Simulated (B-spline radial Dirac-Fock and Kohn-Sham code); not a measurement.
## Mg 2p3/2: cross section and angular parameters

System: the free magnesium atom, configuration [Ne] 3s2; threshold 55.13 eV (orbital energy of the model). Level of theory: Dirac-Hartree-Slater photoionisation with a Latter tail; cross sections with all multipoles, angular parameters from the dipole term and its interference with E2; an atomic code on a B-spline grid.

For linearly polarised light dσ/dΩ = σ/(4π) [1 + β P₂(cos θ) + (δ + γ cos²θ) sin θ cos φ], with θ from the polarisation vector and φ the angle between the beam and the projection of the electron momentum on the plane normal to the polarisation.

```tsv
hν (eV)	σ (kb)	β	γ	δ
72	4290	0.607	-0.022	0.010
82.8	4480	0.942	-0.010	0.010
122	2940	1.346	0.029	0.011
200	1040	1.488	0.102	0.013
362	?	?	?	?
570	62.7	1.305	0.329	0.028
602	53.3	1.285	0.343	0.029
689	35.5	1.231	0.376	0.033
704	33.2	1.222	0.382	0.034
800	22.4	1.168	0.414	0.039
937	13.6	1.097	0.452	0.046
960	12.6	1.086	0.458	0.047
984	11.7	1.074	0.464	0.048
1000	11.1	1.067	0.468	0.049
1120	7.68	1.013	0.495	0.055
1486.9	3.01	0.876	0.557	0.074
1580	2.45	0.846	0.570	0.078
1750	1.73	0.798	0.590	0.086
2000	1.10	0.735	0.616	0.098
2080	0.957	0.717	0.623	0.102
3130	0.226	0.542	0.699	0.146
3170	0.216	0.537	0.701	0.148
3370	0.173	0.514	0.713	0.155
4000	0.0929	0.451	0.748	0.178
4060	0.0880	0.446	0.751	0.180
6320	0.0168	0.307	0.850	0.251
6530	0.0149	0.298	0.857	0.257
10400	0.00246	0.175	0.972	0.351
12000	0.00140	0.140	1.005	0.385
15000	0.000576	0.090	1.052	0.442
```

Problem. Give the values at 362 eV.

Solution. σ = 229 kb, β = 1.438, γ = 0.221, δ = 0.019.

Values without a named source are computed, but for edge energies of neutral atoms, which are taken from tables.
